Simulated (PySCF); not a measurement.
PySCF was given this input:
```python
from pyscf import gto, scf, dft

mol = gto.M(
    atom='''
F     1.398498   -0.283024   -1.030382
C     0.921164   -0.073727    0.146787
F     1.236845    1.063735    0.660505
F     1.019323   -1.073217    0.952246
C    -0.921164    0.073727   -0.146787
F    -1.019323    1.073217   -0.952246
F    -1.236845   -1.063735   -0.660505
F    -1.398498    0.283024    1.030382
''',
    basis='def2-svp',
    charge=1,
    spin=1,
    verbose=4,
)

mf = dft.UKS(mol)
mf.xc = 'm062x'
mf.kernel()
mf.analyze()
```

**Question.** What is the computed HOMO energy (M062X/def2-SVP run with PySCF)?

**Answer.** -18.53 eV

**Question.** What is the computed nuclear repulsion energy (M062X/def2-SVP)?

**Answer.** 459.6336 Eh

**Question.** Give the number of basis functions at the level M062X/def2-SVP.

**Answer.** 112

**Question.** What <S^2> does M062X/def2-SVP give?

**Answer.** 0.752

**Question.** Give the total energy at the level M062X/def2-SVP.

**Answer.** -674.0714 Eh

These values belong to the state on which the SCF converged, which isn't shown to be the lowest.
